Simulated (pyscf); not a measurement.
# Hydrogen shift: HO–Si•(OH)–OH → •O–SiH(OH)–OH

Gas phase, doublet surface, charge 0. Bonds broken: O6–H7. Bonds formed: Si2–H7. Structures and frequencies: ωB97X-D3(BJ)/def2-SVP in PySCF. MP2 and CC: frozen core, UHF for open shells. ΔMP2 is the change of the MP2 total energy from the triple- to the quadruple-zeta basis.

Transition state (Å):

```xyz
7

O     -1.8116     0.6659     0.0540
Si    -0.6167    -0.4506     0.1564
O      0.7774     0.3353    -0.2412
H     -1.5772     1.5158    -0.3364
H      1.5955    -0.1644    -0.1387
O     -0.6556    -1.5946     1.3050
H     -0.8730    -2.0261     0.0264
```

One imaginary mode, 1540i cm⁻¹; descent along it reached the two sides named.

| bond | change | reactant side (Å) | saddle | product side |
|---|---|---|---|---|
| O6–H7 | breaks | 0.964 | 1.367 | 2.447 |
| Si2–H7 | forms | 2.259 | 1.602 | 1.480 |

Electronic energies relative to the reactant's lowest minimum found (kcal/mol):

```csv
level,barrier,reaction energy,reverse barrier
ωB97X-D3(BJ)/def2-TZVP,38.9,+22.0,16.9
PBE/def2-TZVP,33.7,+27.9,5.9
r²SCAN/def2-TZVP,35.8,+25.1,10.7
B3LYP-D3(BJ)/def2-TZVP,37.8,+23.1,14.8
PBE0-D3(BJ)/def2-TZVP,38.0,+25.2,12.8
M06-2X/def2-TZVP,42.6,+26.3,16.3
ωB97M-D3(BJ)/def2-TZVP,38.2,+22.1,16.1
HF/def2-TZVP,49.2,+7.2,42.1
MP2/def2-QZVPP,46.0,+33.1,12.9
CCSD/def2-TZVPP,41.7,+22.7,19.0
CCSD(T)/def2-TZVPP,40.1,+24.5,15.6
CCSD(T)/def2-TZVPP + ΔMP2(QZVPP),40.5,+25.8,14.7
```

With CCSD(T)/def2-TZVPP + ΔMP2(QZVPP) energies and thermal terms (ideal gas, 1 atm, RRHO with modes under 100 cm⁻¹ raised to 100, one conformer, R ln 2 for chiral ones without a mode under 150 cm⁻¹), in kcal/mol:

```csv
T (K),ΔH‡,ΔG‡,ΔH,ΔG
298,37.0,37.2,+24.1,+24.2
600,36.5,37.5,+23.9,+24.3
900,36.1,38.1,+23.9,+24.5
1200,35.7,38.9,+24.0,+24.7
```

One saddle was located; it need not be the lowest between these sides. The CCSD(T) − MP2 part came from Ansatz, without density fitting, on the same reference.
